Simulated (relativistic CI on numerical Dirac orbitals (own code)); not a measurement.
Hyperfine structure of Pd XVIII, mass number 105

Computed by Dirac-Coulomb-Breit CI, separate exchange-only KLI orbitals for each configuration, model QED (radiative potential, 1s self-energy scaled to tabulated hydrogen-like ionisation energies), unscaled Slater integrals (own radial code, finite nucleus).

CI space (outside the closed core [Ar]): 3d¹⁰4s, 3d¹⁰4p, 3d¹⁰4d, 3d¹⁰4f, 3d¹⁰5s, 3d¹⁰5p, 3d¹⁰5d, 3d¹⁰5f, 3d¹⁰5g, 3d¹⁰6s, 3d⁹4p², 3d¹⁰6p, 3d⁹4s², 3d⁸4s4p², 3d¹⁰6d, 3d¹⁰6f. Levels of other configurations are missing.

Nuclear spin I = 5/2, μ = -0.642 μN, Q = 0.66 b (tables of Stone and Pyykkö). The electronic factors are computed for point nuclear moments, without core polarisation or the Bohr-Weisskopf and QED corrections.

| Level | E (cm⁻¹) | A (MHz) | B (MHz) |
| --- | --- | --- | --- |
| 3d¹⁰4s ²S1/2 | 0 | -40220 |  |
| 3d¹⁰4p ²P°1/2 | 298564 | -11600 |  |
| 3d¹⁰4p ²P°3/2 | 355028 | -1915 | 9400 |
| 3d¹⁰4d ²D3/2 | 841318 | -831.4 | 1360 |
| 3d¹⁰4d ²D5/2 | 851446 | -347.2 | 1840 |
| 3d¹⁰4f ²F°5/2 | 1352114 | -117.1 | 310 |
| 3d¹⁰4f ²F°7/2 | 1352675 | -64.76 | 359 |
| 3d¹⁰5s ²S1/2 | 1592780 | -17330 |  |

Levels with J = 0, under 50 % of one LS term, or S terms without an open s electron are left out. Small factors come from cancelling terms and can be off by tens of per cent or more.

At this charge energies of transitions that change n are usually good to better than 1 %, and those within a shell (Δn = 0) to a few per cent.

(1) Give the hyperfine levels of 3d¹⁰4s ²S1/2 relative to its centre of gravity.

## Answers

(1) With K = F(F + 1) − I(I + 1) − J(J + 1), E = AK/2: F = 2: 70380, F = 3: -50270 MHz.

LS names give the leading component of a level, which can be under half, so a name can repeat, a term be missing and a line seem to break the LS rules.
